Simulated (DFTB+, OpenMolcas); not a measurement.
# How methods differ on CH4OZn (SMILES [CH3][Zn][OH])

CH4OZn has 7 atoms, charge 0, and is taken as a singlet. As SMILES, `[CH3][Zn][OH]`. Geometry: relaxed at PBE0-D4/def2-TZVP.

Each level gives the vertical ionisation energy (to the doublet cation) (eV). The values are calculated.

```csv
level,kind,program,value (eV),CPU time (all runs)
DFTB2-D4,semi-empirical,DFTB+,9.89,under 2 s
HF/cc-pVDZ,Hartree–Fock,OpenMolcas,9.38,34 s
SVWN5/cc-pVDZ,LDA,OpenMolcas,10.62,1.8 min
PBE/cc-pVDZ,GGA,OpenMolcas,9.94,3.9 min
TPSS/cc-pVDZ,meta-GGA,OpenMolcas,9.88,5.4 min
BHLYP/cc-pVDZ,global hybrid,OpenMolcas,10.13,2.4 min
PBE0/cc-pVDZ,global hybrid,OpenMolcas,10.17,2.6 min
```

The values span 9.38 to 10.62 eV. Times are those of the runs behind each value, whatever else they computed, on shared processors of several kinds: orders of magnitude only.
